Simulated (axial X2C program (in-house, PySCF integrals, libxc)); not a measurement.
# Working with the constants of AsC⁻

A bond curve at the PBE0 level, two-component, was computed with an in-house relativistic program for diatomic molecules (basis As dyall-acv3z [10s10p7d5f1g], C dyall-av3z [8s7p3d2f] (cores contracted in-house)) for the state Ω = 0 (closed shell). Its fit gives Re = 1.7021 Å, ωe = 1016.3 cm⁻¹, ωexe = 4.01 cm⁻¹ and αe = 3.371e-03 cm⁻¹; the masses are 74.9216 and 12.0000 u. Two-component means X2C with spin–orbit coupling and atomic mean-field Coulomb and Gaunt terms.

Task: Find the reduced mass, Be and the force constant.

Result: From the PBE0 values: μ = 10.3433 u. Be = 16.8576/(μ Re²) = 0.5626 cm⁻¹. k = 5.8918×10⁻⁷ μ ωe² = 6.29 mdyn/Å.

Task: A Morse curve ties αe to the other constants (Pekeris). How well does that hold?

Result: αe(Morse) = 6Be²/ωe × (√(ωexe/Be) − 1) = 3.120e-03 cm⁻¹; the PBE0 curve gives 3.371e-03 cm⁻¹, a ratio of 0.93.

Task: Estimate the centrifugal constant by the Kratzer relation.

Result: D = 4Be³/ωe² = 6.89e-07 cm⁻¹.

Task: Give B0, the J = 1←0 line in GHz and the most populated J at 300 K (kT = 208.5 cm⁻¹).

Result: B0 = Be − αe/2 = 0.5609 cm⁻¹; 2B0 = 33.63 GHz; J(max) ≈ √(kT/2B0) − 1/2 = 13.1, so J = 13.

Task: Where do the fundamental and the first overtone lie?

Result: ν(1←0) = ωe − 2ωexe = 1008.3 cm⁻¹; ν(2←0) = 2ωe − 6ωexe = 2008.5 cm⁻¹.

The state is one determinant whose occupation by symmetry is held fixed; it was picked as the lowest of a PBE0 search that is not exhaustive.
